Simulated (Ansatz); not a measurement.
Gas-phase electronic energies from Ansatz, PBE0-D4/def2-TZVP geometries. CCSD(T)/CBS adds triple-zeta CCSD(T) − MP2 to the extrapolated MP2 energy (def2 sets, frozen cores). This one scheme is used for every species. DFT in def2-TZVPP. Each species was taken in one conformer, which may not be the lowest.

Consider the ligand exchange at the Si–O bond: `CO[SiH](C)O[Si](O)(O)O` + H–F → `CO[SiH](C)F` + `O[Si](O)(O)O`.

```tsv
level	ΔE (kJ/mol)
r2SCANh-D4	-30.8
CCSD/def2-SVP	-27.4
```

**Question.** What does CCSD(T)/CBS give? (An estimate is asked.)

**Answer.** The calculation gave: -25.1 kJ/mol. The listed levels differ from it by -5.7, -2.3 kJ/mol.

Largest T1 diagnostic among the species: 0.011.

In def2-TZVPP, CCSD(T) changes the Hartree–Fock value by +11.6 kJ/mol (the triples alone add +1.7 kJ/mol) and MP2 by +12.6 kJ/mol. From BLYP to BHLYP (50 % exact exchange), in def2-TZVPP and without D4, ΔE moves by +7.7 kJ/mol.
